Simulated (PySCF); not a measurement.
# One molecule, a ladder of functionals, a line

Molecule: `[H]/N=C\[C@@H]1C[SiH2]1`, C3H7NSi.

Geometry (Å), atoms numbered from 1 in this order:
```xyz
12

N     2.442   -0.857    0.145
C     1.289   -0.447    0.487
C     0.238    0.148   -0.362
C    -0.769    1.127    0.275
Si   -1.542   -0.474   -0.238
H     2.583   -0.711   -0.862
H     1.019   -0.553    1.555
H     0.572    0.407   -1.375
H    -0.627    1.320    1.345
H    -0.975    2.040   -0.293
H    -2.335   -0.547   -1.488
H    -1.853   -1.485    0.800
```

GIAO shieldings (ppm, equivalent atoms averaged) in PySCF 2.14 on the PBE0-D3(BJ)/def2-SVP geometry, basis pcSseg-2, gas phase, non-relativistic:

```csv
functional,exact exchange (%),σ(C3),σ(C4),σ(Si5)
BLYP,0,150.3,176.4,452.8
BP86,0,154.3,179.9,462.4
PBE,0,154.7,180.4,464.5
B3LYP,20,156.6,181.7,464.5
PBE0,25,162.2,186.6,478.4
BHandHLYP,50,165.2,188.6,481.1
HF,100,178.4,198.4,509.9
```

**Question.** Fit each shielding as a line in the percentage of exact exchange.

**Answer.** σ(C3) = 153.2 + 0.25 x (rms 1.8 ppm); σ(C4) = 179.1 + 0.19 x (rms 1.6 ppm); σ(Si5) = 459.6 + 0.49 x (rms 4.7 ppm). The functionals also differ in their semilocal parts, which the line can't hold; Hartree–Fock has no correlation at all.

**Question.** What does the line predict for mPW1PW91 (25 %), and what does the run give?

**Answer.** σ(C3): 159.4 predicted, 161.5 computed; σ(C4): 183.8 predicted, 185.8 computed; σ(Si5): 471.9 predicted, 476.4 computed ppm.
